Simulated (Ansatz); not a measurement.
Program: Ansatz. Geometries: PBE0-D4/def2-TZVP. ΔE: electronic, gas phase. CBS: MP2 limit from def2 TZ/QZ plus the TZ coupled-cluster correction, frozen cores. This one scheme is used for every species. Functionals use def2-TZVPP. Triplets are unrestricted, without spin–orbit coupling. Each species was taken in one conformer, which may not be the lowest.

Reaction (formal loss of a carbene): `CC(C)C(C)C(C)(C)C` → `CC(C)CC(C)(C)C` + `[CH2]` (triplet)

`CC(C)C(C)C(C)(C)C`:

```xyz
29

C    -2.355   -0.041   -0.246
C    -1.191    0.691    0.415
C    -1.533    2.170    0.551
C     0.174    0.517   -0.295
C     0.018    0.505   -1.811
C     1.038   -0.653    0.252
C     2.319   -0.782   -0.573
C     0.308   -1.993    0.228
C     1.454   -0.345    1.692
H    -2.153   -1.101   -0.406
H    -2.604    0.399   -1.215
H    -3.247    0.035    0.381
H    -1.094    0.291    1.430
H    -1.597    2.650   -0.431
H    -0.774    2.701    1.131
H    -2.497    2.309    1.046
H     0.755    1.418   -0.053
H    -0.636    1.317   -2.138
H     0.975    0.644   -2.314
H    -0.418   -0.429   -2.175
H     2.999   -1.497   -0.102
H     2.120   -1.137   -1.586
H     2.842    0.176   -0.646
H    -0.554   -1.997    0.898
H     0.981   -2.791    0.556
H    -0.038   -2.250   -0.776
H     2.087   -1.145    2.085
H     0.597   -0.249    2.362
H     2.025    0.587    1.741
```

`CC(C)CC(C)(C)C`:

Cartesian coordinates in Å:
```
C 1.283 -1.777 0.351
C 1.254 -0.312 0.764
C 1.794 -0.167 2.182
C -0.125 0.347 0.693
C -0.852 0.484 -0.659
C -1.554 -0.810 -1.071
C -1.927 1.558 -0.486
C 0.108 0.924 -1.760
H 1.093 -1.915 -0.714
H 0.535 -2.356 0.903
H 2.263 -2.214 0.565
H 1.929 0.240 0.098
H 1.823 0.881 2.494
H 1.162 -0.707 2.895
H 2.806 -0.571 2.264
H -0.796 -0.169 1.393
H -0.004 1.360 1.096
H -2.250 -1.138 -0.293
H -2.131 -0.652 -1.987
H -0.856 -1.626 -1.259
H -2.612 1.298 0.326
H -2.518 1.670 -1.400
H -1.481 2.528 -0.251
H -0.438 1.119 -2.687
H 0.632 1.844 -1.482
H 0.860 0.161 -1.974
```

`[CH2]` (triplet):

Z-matrix (Å, degrees):
```
C
H 1 1.079
H 1 1.079 2 134.9
```

```json
{"level": "revPBE-D4", "ΔE (eV)": "4.38"}
{"level": "r2SCAN0-D4", "ΔE (eV)": "4.16"}
{"level": "BHLYP-D4", "ΔE (eV)": "4.21"}
{"level": "r2SCANh", "ΔE (eV)": "4.13"}
```

What does CCSD(T)/CBS give? (An estimate is asked.)

Ansatz gave: +4.47 eV. The listed levels differ from it by -0.09, -0.31, -0.26, -0.34 eV.

Largest T1 diagnostic among the species: 0.011.

From r2SCAN to r2SCAN0 (25 % exact exchange), in def2-TZVPP and without D4, ΔE moves by −0.04 eV. In def2-TZVPP, CCSD(T) changes the Hartree–Fock value by +1.62 eV (the triples alone add +0.14 eV) and MP2 by +1.78 eV.

CCSD(T)/CBS has its own doubt, a few kJ/mol and more with outer-core shells, so smaller differences from it don't rank the levels.
